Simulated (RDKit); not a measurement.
Input for RDKit: MMFF94 on C2H6 (SMILES CC).

```python
from rdkit import Chem
from rdkit.Chem import AllChem, rdDetermineBonds

blocks = [
'''8

C     0.74123171    0.34103940    4.30954020
C    -0.60887348   -0.35674340    4.44465911
H     1.06351248    0.38570690    3.26780942
H     1.51610441   -0.17584861    4.87940635
H     0.69153905    1.36849079    4.67465788
H    -1.37381332    0.15316069    3.85673849
H    -0.94414718   -0.37544933    5.48350042
H    -0.55886005   -1.39206812    4.09986952
''',
]
mol = None
for b in blocks:
    f = Chem.MolFromXYZBlock(b)
    rdDetermineBonds.DetermineBonds(f, charge=0)
    mol = f if mol is None else Chem.CombineMols(mol, f)
Chem.SanitizeMol(mol)
print(Chem.MolToSmiles(Chem.RemoveHs(mol)))
ff = AllChem.MMFFGetMoleculeForceField(mol, AllChem.MMFFGetMoleculeProperties(mol), nonBondedThresh=100.0, ignoreInterfragInteractions=False)
e = ff.CalcEnergy()
print(f'MMFF94 energy {e:.6f} kcal/mol')
```

It printed:

```
CC
MMFF94 energy -4.527576 kcal/mol
```

The run finished.

Cost: about 0.03 core-seconds (a rough figure).
